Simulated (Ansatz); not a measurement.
Born–Oppenheimer molecular dynamics of C₂H₇AlSSi (12 atoms, charge 0, multiplicity 1). It starts from a relaxed structure.

Method: RKS B3LYP-D4/STO-3G in Ansatz.

| Property | Result |
| --- | --- |
| ensemble | NVT, Nosé–Hoover chain |
| time step | 1 fs |
| steps asked | 150 |
| set temperature | 1000 K |
| thermostat | time constant 3 fs, chain length 1 |
| seed | 428796 |

Frames 1 fs apart, positions in Å, forces in eV/Å.

Velocities at 0.0 fs (Å/ps):

```
C -2.69 0.29 0.32
C 6.57 3.10 4.79
Si -3.25 -2.82 -7.36
S 1.24 -0.72 4.75
Al -2.21 4.05 2.36
H -50.08 -24.30 -50.81
H -15.23 20.93 43.06
H 36.25 29.46 -31.21
H 39.07 11.11 -25.56
H 35.48 -19.72 -30.86
H 12.13 -46.54 34.54
H 6.35 -18.27 -9.22
```

```xyz
12
Properties=species:S:1:pos:R:3:forces:R:3 time_fs=0.0 energy_less_start_eV=0.000 T=1000
C -1.326 1.440 1.256 0.00 0.00 0.00
C -0.743 0.308 0.846 0.01 0.00 0.00
Si 1.095 0.103 0.593 0.00 0.00 0.00
S 1.625 0.153 -1.468 0.00 0.00 0.00
Al 0.487 -1.447 -2.211 0.00 0.00 0.00
H -2.413 1.534 1.385 0.00 0.00 0.00
H -0.750 2.345 1.494 0.00 0.00 0.00
H -1.393 -0.551 0.624 0.00 0.00 0.00
H 1.774 1.189 1.264 0.00 0.00 0.00
H 1.501 -1.144 1.212 0.00 0.00 0.00
H -0.352 -2.270 -1.280 0.00 0.00 0.00
H 0.573 -1.714 -3.682 0.00 0.00 0.00
12
Properties=species:S:1:pos:R:3:forces:R:3 time_fs=1.0 energy_less_start_eV=0.103 T=928
C -1.329 1.440 1.256 -1.16 0.51 0.23
C -0.737 0.311 0.850 0.77 1.00 0.20
Si 1.091 0.100 0.586 0.72 0.12 0.56
S 1.626 0.152 -1.463 -0.05 0.04 -0.27
Al 0.485 -1.443 -2.209 -0.33 -0.64 0.17
H -2.463 1.510 1.334 1.46 0.05 0.00
H -0.766 2.365 1.537 -0.40 -0.66 -0.22
H -1.357 -0.522 0.593 -0.83 -0.96 -0.26
H 1.813 1.200 1.239 -0.33 -0.42 -0.16
H 1.537 -1.164 1.181 -0.21 0.34 -0.07
H -0.340 -2.316 -1.245 0.40 0.51 -0.52
H 0.579 -1.732 -3.691 -0.05 0.10 0.33
12
Properties=species:S:1:pos:R:3:forces:R:3 time_fs=2.0 energy_less_start_eV=0.309 T=794
C -1.332 1.441 1.256 -1.86 0.72 0.29
C -0.730 0.315 0.855 1.15 1.57 0.34
Si 1.088 0.097 0.579 1.40 0.21 1.00
S 1.627 0.151 -1.458 -0.10 0.07 -0.55
Al 0.483 -1.439 -2.206 -0.52 -1.15 0.28
H -2.499 1.486 1.283 2.33 0.16 0.13
H -0.785 2.380 1.579 -0.63 -1.09 -0.41
H -1.328 -0.502 0.559 -1.31 -1.47 -0.45
H 1.849 1.207 1.211 -0.61 -0.72 -0.24
H 1.570 -1.180 1.149 -0.41 0.61 -0.09
H -0.324 -2.358 -1.215 0.66 0.90 -0.90
H 0.585 -1.749 -3.697 -0.10 0.19 0.58
12
Properties=species:S:1:pos:R:3:forces:R:3 time_fs=3.0 energy_less_start_eV=0.450 T=735
C -1.337 1.442 1.257 -2.07 0.58 0.20
C -0.721 0.320 0.861 0.84 1.31 0.21
Si 1.086 0.095 0.572 1.96 0.25 1.31
S 1.629 0.151 -1.454 -0.15 0.10 -0.85
Al 0.480 -1.436 -2.204 -0.56 -1.50 0.35
H -2.514 1.463 1.232 2.54 0.30 0.31
H -0.810 2.385 1.617 -0.67 -1.21 -0.51
H -1.312 -0.495 0.521 -1.17 -1.14 -0.35
H 1.880 1.207 1.181 -0.79 -0.87 -0.22
H 1.601 -1.191 1.116 -0.57 0.76 -0.05
H -0.301 -2.392 -1.194 0.75 1.16 -1.11
H 0.590 -1.765 -3.697 -0.13 0.26 0.71
12
Properties=species:S:1:pos:R:3:forces:R:3 time_fs=4.0 energy_less_start_eV=0.485 T=796
C -1.345 1.444 1.258 -1.80 0.09 0.00
C -0.712 0.327 0.866 0.03 0.47 -0.22
Si 1.084 0.092 0.565 2.37 0.26 1.46
S 1.630 0.150 -1.449 -0.20 0.12 -1.16
Al 0.477 -1.433 -2.201 -0.47 -1.66 0.39
H -2.504 1.442 1.181 2.11 0.43 0.47
H -0.844 2.377 1.651 -0.52 -0.99 -0.49
H -1.306 -0.499 0.477 -0.56 -0.20 0.06
H 1.904 1.199 1.148 -0.85 -0.85 -0.11
H 1.627 -1.195 1.081 -0.67 0.77 0.05
H -0.270 -2.416 -1.182 0.72 1.27 -1.17
H 0.594 -1.779 -3.691 -0.16 0.30 0.71
12
Properties=species:S:1:pos:R:3:forces:R:3 time_fs=5.0 energy_less_start_eV=0.497 T=922
C -1.354 1.446 1.259 -0.92 -0.70 -0.28
C -0.702 0.335 0.872 -0.88 -0.40 -0.75
Si 1.083 0.089 0.558 2.57 0.24 1.49
S 1.631 0.149 -1.445 -0.26 0.14 -1.49
Al 0.474 -1.430 -2.198 -0.26 -1.63 0.41
H -2.473 1.424 1.132 0.95 0.53 0.53
H -0.885 2.360 1.684 -0.20 -0.46 -0.31
H -1.306 -0.506 0.430 0.11 0.80 0.58
H 1.922 1.182 1.111 -0.78 -0.66 0.09
H 1.648 -1.192 1.044 -0.71 0.62 0.22
H -0.230 -2.430 -1.181 0.55 1.21 -1.05
H 0.597 -1.792 -3.677 -0.18 0.32 0.57
12
Properties=species:S:1:pos:R:3:forces:R:3 time_fs=6.0 energy_less_start_eV=0.603 T=1017
C -1.365 1.448 1.260 0.62 -1.63 -0.49
C -0.692 0.342 0.878 -1.61 -0.94 -1.20
Si 1.082 0.086 0.551 2.54 0.19 1.41
S 1.633 0.148 -1.440 -0.31 0.17 -1.85
Al 0.470 -1.427 -2.194 0.07 -1.37 0.37
H -2.429 1.409 1.083 -0.92 0.55 0.38
H -0.931 2.336 1.716 0.20 0.28 0.01
H -1.304 -0.505 0.385 0.58 1.48 1.01
H 1.934 1.157 1.071 -0.56 -0.29 0.38
H 1.664 -1.182 1.006 -0.68 0.31 0.43
H -0.180 -2.432 -1.190 0.26 0.95 -0.74
H 0.598 -1.802 -3.656 -0.18 0.30 0.29
12
Properties=species:S:1:pos:R:3:forces:R:3 time_fs=7.0 energy_less_start_eV=0.837 T=1030
C -1.376 1.448 1.261 2.30 -2.34 -0.50
C -0.682 0.350 0.884 -2.05 -1.09 -1.47
Si 1.082 0.083 0.544 2.26 0.12 1.27
S 1.634 0.148 -1.436 -0.37 0.19 -2.23
Al 0.466 -1.425 -2.190 0.49 -0.86 0.24
H -2.390 1.399 1.034 -2.84 0.50 0.02
H -0.981 2.313 1.752 0.52 0.93 0.34
H -1.296 -0.489 0.345 0.77 1.72 1.24
H 1.942 1.126 1.031 -0.20 0.23 0.73
H 1.675 -1.169 0.968 -0.57 -0.12 0.68
H -0.122 -2.425 -1.208 -0.14 0.48 -0.21
H 0.598 -1.810 -3.630 -0.18 0.24 -0.11
12
Properties=species:S:1:pos:R:3:forces:R:3 time_fs=8.0 energy_less_start_eV=1.072 T=1034
C -1.386 1.446 1.261 2.84 -2.50 -0.39
C -0.672 0.358 0.889 -2.13 -0.91 -1.53
Si 1.083 0.079 0.537 1.82 0.07 1.15
S 1.635 0.147 -1.432 -0.41 0.23 -2.62
Al 0.462 -1.423 -2.185 0.98 -0.12 -0.03
H -2.377 1.392 0.980 -3.40 0.46 -0.19
H -1.029 2.297 1.795 0.61 1.12 0.46
H -1.280 -0.455 0.315 0.68 1.53 1.21
H 1.948 1.095 0.995 0.21 0.78 1.08
H 1.682 -1.155 0.933 -0.42 -0.62 0.93
H -0.061 -2.413 -1.229 -0.60 -0.21 0.51
H 0.595 -1.816 -3.603 -0.17 0.17 -0.57
12
Properties=species:S:1:pos:R:3:forces:R:3 time_fs=9.0 energy_less_start_eV=1.226 T=1084
C -1.395 1.443 1.261 1.64 -1.97 -0.38
C -0.664 0.365 0.892 -1.82 -0.42 -1.34
Si 1.085 0.075 0.529 1.42 0.08 1.19
S 1.637 0.146 -1.428 -0.44 0.27 -3.00
Al 0.458 -1.421 -2.180 1.42 0.68 -0.41
H -2.396 1.390 0.919 -2.02 0.51 0.16
H -1.076 2.291 1.845 0.44 0.68 0.18
H -1.256 -0.402 0.293 0.29 0.90 0.84
H 1.956 1.068 0.967 0.54 1.20 1.34
H 1.685 -1.146 0.905 -0.27 -1.04 1.12
H -0.001 -2.402 -1.248 -1.02 -0.99 1.28
H 0.591 -1.821 -3.579 -0.16 0.10 -0.98
12
Properties=species:S:1:pos:R:3:forces:R:3 time_fs=10.0 energy_less_start_eV=1.411 T=1101
C -1.404 1.437 1.260 -0.19 -0.94 -0.35
C -0.657 0.373 0.896 -1.16 0.35 -0.84
Si 1.088 0.071 0.521 1.30 0.19 1.47
S 1.638 0.145 -1.425 -0.44 0.34 -3.35
Al 0.454 -1.419 -2.175 1.67 1.21 -0.73
H -2.436 1.392 0.855 0.06 0.54 0.90
H -1.122 2.291 1.902 0.18 -0.13 -0.42
H -1.227 -0.336 0.279 -0.40 -0.14 0.08
H 1.971 1.052 0.950 0.63 1.29 1.44
H 1.685 -1.146 0.885 -0.22 -1.24 1.21
H 0.055 -2.400 -1.255 -1.25 -1.54 1.82
H 0.585 -1.826 -3.563 -0.18 0.08 -1.22
12
Properties=species:S:1:pos:R:3:forces:R:3 time_fs=11.0 energy_less_start_eV=1.661 T=1052
C -1.413 1.430 1.260 -1.62 0.21 -0.15
C -0.650 0.382 0.898 -0.36 1.16 -0.16
Si 1.091 0.066 0.514 1.59 0.35 2.03
S 1.639 0.145 -1.423 -0.40 0.42 -3.64
Al 0.450 -1.416 -2.170 1.66 1.10 -0.79
H -2.479 1.400 0.795 1.65 0.47 1.56
H -1.170 2.289 1.959 0.01 -0.89 -1.07
H -1.199 -0.267 0.264 -1.19 -1.27 -0.93
H 1.993 1.047 0.945 0.39 1.00 1.33
H 1.683 -1.159 0.877 -0.29 -1.12 1.18
H 0.102 -2.413 -1.244 -1.21 -1.54 1.82
H 0.576 -1.830 -3.558 -0.22 0.11 -1.18
```

Of the whole run (150 fs, mean temperature of the second half 983 K): The conserved energy stayed within 4.4 meV per atom of its start (net change 2.8 meV per atom), so there is no drift, though single steps change it by up to 28 meV in the whole system, a sign of fast motions only just resolved. A run of 0.15 ps of so small a system gives no equilibrium averages. Limits of this set-up: minimal basis.

Run time: 6.4 min on 1 thread of Intel(R) Xeon(R) Platinum 8259CL CPU @ 2.50GHz (Skylake/Cascade Lake), with other jobs on the host, peak memory 0.12 GiB.
